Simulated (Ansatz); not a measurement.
**Competing steps**

Reactants: CH₅GaS ([CH3][GaH][SH]) (brackets give SMILES or just the links). Saddle points were found for several chosen steps; others may exist. Gas-phase electronic energies, without zero-point energy, by CCSD(T) at an estimated basis limit (MP2 extrapolated from triple and quadruple zeta, plus CCSD(T) − MP2 in triple zeta); Ansatz 0.2.0, def2-TZVPP and QZVPP, frozen cores, on PBE0-D4/def2-TZVP structures. Extrapolation: Hartree–Fock as exp(−7.88 √X), correlation as X^−2.97. No counterpoise correction.

(1) Rank the steps by the energy of their saddle points, lowest first, and give each saddle's height above the lowest. (An estimate is asked for; the value comes from the calculation.)
A. 1,2-elimination, to GaHS ([S][GaH]) + CH₄ (breaks or loosens C–Ga, H–S; forms C–H)
B. 1,2-elimination, to CH₃GaS ([CH3][Ga][S]) + H₂ (breaks or loosens Ga–H, H–S; forms H–H)

(2) Does the lowest of these saddles lead to the lowest end structure (the products still in contact)? (A judgement: the text doesn't fix the answer.)

The T1 diagnostic stays at or below 0.017. The filled d shells of Ga are correlated in sets not built for that, so values that involve them are less sure.

For scale, one of the runs: CCSD(T)/def2-TZVPP, 191 basis functions, launched by `ansatz run in.yaml --threads 4 --pin off --events-out ev --progress --plain --max-ram 9574MiB`. Hardware: 4 CPU threads of an Intel Xeon, shared host. Wall time 2.1 min; peak host memory 2 GiB.

Answers

(1) The calculation gives: B (0.00 kcal/mol), A (4.03 kcal/mol). Heights count from the lowest.

The lowest of these saddles lies at 47.85 kcal/mol relative to the reactant.

(2) By the calculation: No: the step over a higher saddle ends lower. Relative to the reactant, the ends lie at 17.63 (CH₃GaS ([CH3][Ga][S]) + H₂); 12.68 (GaHS ([S][GaH]) + CH₄) kcal/mol.
